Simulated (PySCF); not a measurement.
Compound: C₂H₈SSi.
Bonds: C1–C2, C2–Si3, Si3–S4. Hydrogens: H5, H6, H7 on C1; H8, H9 on C2; H10, H11 on Si3; H12 on S4.

Method: PBE0-D3(BJ)/def2-SVP geometry optimisation, gas phase (PySCF 2.14.0).

(1) List the bond lengths, angles and torsions at this level.

Results:

(1) 
```tsv
bond	length (Å)
C1–C2	1.526
C2–Si3	1.882
Si3–S4	2.155
C1–H5, C1–H6, C1–H7	1.102
C2–H8, C2–H9	1.104
Si3–H10, Si3–H11	1.495
S4–H12	1.352
```

Bonds in one row agree within 0.01 Å and their mean is given. A selection of angles:
```tsv
angle	degrees
C2–C1–H5	111.7
H5–C1–H6	107.2
C1–C2–Si3	113.8
C1–C2–H8	110.7
Si3–C2–H8	107.6
H8–C2–H9	105.8
C2–Si3–S4	112.1
C2–Si3–H10	111.0
C2–Si3–H11	109.8
S4–Si3–H10	104.2
S4–Si3–H11	110.5
H10–Si3–H11	109.0
Si3–S4–H12	94.6
```

Dihedral angles: C1–C2–Si3–S4 179° (antiperiplanar); H12–S4–Si3–C2 65° (synclinal). The mirror-image conformer, all signs reversed, is as good.

S4 (sulfur bonded to Si and H) is bent (angle 94.6°). The 4 heavy atoms lie in one plane (0.008 Å rms). Si3 (SiH2 silicon) is distorted tetrahedral (angles from 104.2° to 112.1°).

Stationary, but not proved a minimum. The numbers are those of one conformer (C1–C2–Si3–S4 179°, C2–Si3–S4–H 65°).
